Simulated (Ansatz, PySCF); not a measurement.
Dimer: HCl (SMILES Cl) (first 2 atoms) with Si2H6 (SMILES [SiH3][SiH3]); geometry from B3LYP-D3(BJ)/def2-TZVP.
(charge 0, multiplicity 1):
```xyz
10

Cl    -0.080     0.571     0.208
H     -0.297     1.263     1.270
Si     0.430    -1.202     3.661
Si    -0.222     0.954     4.318
H      1.679    -1.141     2.870
H     -0.638    -1.837     2.857
H      0.667    -2.015     4.879
H     -1.472     0.912     5.113
H     -0.478     1.819     3.133
H      0.840     1.608     5.120
```

Counterpoise-corrected where a basis set is named; no monomer relaxation. Rows marked so take none.

Rows in 6-31G*, STO-3G carry no dispersion term and start afresh at each structure (6-31G* with six Cartesian d functions).

Run with Ansatz (Gaussian orbitals); PySCF for 6-31G* rows, STO-3G rows, the dispersion terms. 

### Question
One of these levels gives 1.21 kcal/mol for the interaction energy. Which?
(A) HF/6-31G* (no counterpoise)
(B) HF/STO-3G (no counterpoise)
(C) BLYP-D4/def2-TZVPPD
(D) r2SCAN/def2-TZVPPD

### Answer
A, HF/6-31G* (no counterpoise). The others give 0.80 (HF/STO-3G (no counterpoise)), -1.62 (BLYP-D4/def2-TZVPPD), -1.12 (r2SCAN/def2-TZVPPD)

Ansatz is a program for electronic structure.
